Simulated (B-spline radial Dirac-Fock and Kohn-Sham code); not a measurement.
## Satellites and hypersatellites of the K lines of Ce

System: atomic cerium in the configuration [Xe] 4f1 5d1 6s1 6p1 (not the ground configuration).

Calculated with a radial B-spline solver, using ΔSCF Dirac-Fock with Breit, self-energy and vacuum polarisation, finite nucleus, configuration average. Each two-hole energy is an average over J within one jj subconfiguration, not an observable level; in light atoms, where LS coupling holds, the j-resolved values are not observed lines, and for a K spectator the Kα1 hypersatellite is nearly forbidden. Correlation energy is missing from these numbers.

Lines without a spectator: Kα2 (K-L2) 34275.8 eV, Kα1 (K-L3) 34716.9 eV, Kβ3 (K-M2) 39164.7 eV, Kβ1 (K-M3) 39253.1 eV. Shifts in eV with one spectator hole (a dash: not computed, or left out as unreliable):

| spectator hole | Kα2 | Kα1 | Kβ3 | Kβ1 |
| --- | --- | --- | --- | --- |
| K (1s) | +696.8 | +727.5 | +893.8 | +900.6 |
| L2 (2p1/2) | +80.6 | +103.7 | – | +212.7 |
| L3 (2p3/2) | +72.9 | +75.0 | +179.7 | – |
| M2 (3p1/2) | – | +13.37 | +28.98 | +34.8 |
| M3 (3p3/2) | +8.91 | – | +28.02 | +27.68 |
| M4 (3d3/2) | +2.07 | -1.08 | – | – |
| M5 (3d5/2) | -1.88 | +0.67 | – | – |
